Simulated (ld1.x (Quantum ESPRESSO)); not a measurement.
## nitrogen: one change to an RRKJ potential, before and after

nitrogen, norm-conserving RRKJ (Kleinman–Bylander form), made with ld1.x (Quantum ESPRESSO) 7.5 (PBE, scalar-relativistic). Core [He], reference 2s2 2p3. Waves: 2s (bound): rc 0.75 bohr; 2p (bound): rc 1.35 bohr; 3d channel at 0.25 Ry: rc 1.35 bohr. Local part: the d channel. Core correction: a·sin(br)/r model core, default radius (core density twice the valence density).

Change: wave 2p (bound): rc 1.35 bohr becomes 2p (bound): rc 1.26 bohr.

Cutoffs: the cutoffs (Ry, on a coarse ladder) from which the occupation-weighted sum of valence levels, in a spherical-Bessel basis at the reference potential, stays within 10 and 1 mRy of its value at 400 Ry; they do not see the model core or the augmentation charge, which bear on the density cutoff. Errors are all-electron minus pseudo energies relative to the spin-unpolarised reference configuration.

Question: How do hardness, ghosts and transferability respond?

Answer: The potential gets neither clearly harder nor softer (70 Ry and 160 Ry → 80 Ry and 160 Ry); of the 7 tests that both files solve, the error grows in 0 and shrinks in 5 by more than 15 % and 0.3 meV (median size 9.9 → 7.8 meV); neither file shows a bound ghost. Less of the atom is replaced, so other configurations are described better.

```tsv
quantity	base	changed
cutoff, loose	70 Ry	80 Ry
cutoff, tight	160 Ry	160 Ry
loose cutoff by channel (10 mRy a level)	s 50 Ry, p 45 Ry	s 50 Ry, p 55 Ry
bound ghosts	none	none
error for 2s2 2p2, meV [ΔE 13.59 eV]	+9.9	+7.6
error for 2s2 2p1, meV [ΔE 42.45 eV]	+108	+83
error for 2s2 2p0, meV [ΔE 89.53 eV]	+510	+397
error for 2s2 2p3.3, meV [ΔE -1.62 eV]	+0.2	+0.2
error for 2s1 2p0, meV [ΔE 167.35 eV]	+881	+696
error for 2s1 2p3, meV [ΔE 25.37 eV]	-8.8	-2.8
error for 2s1 2p4, meV [ΔE 11.51 eV]	+7.1	+7.8
s: phases at 1.51 bohr within 0.05 rad from the reference energy up to (Ry; the scan ends near 5)	to the end of the scan	to the end of the scan
p: phases at 1.51 bohr within 0.05 rad from the reference energy up to (Ry; the scan ends near 5)	to the end of the scan	to the end of the scan
d: phases at 1.51 bohr within 0.05 rad from the reference energy up to (Ry; the scan ends near 5)	to the end of the scan	to the end of the scan
```
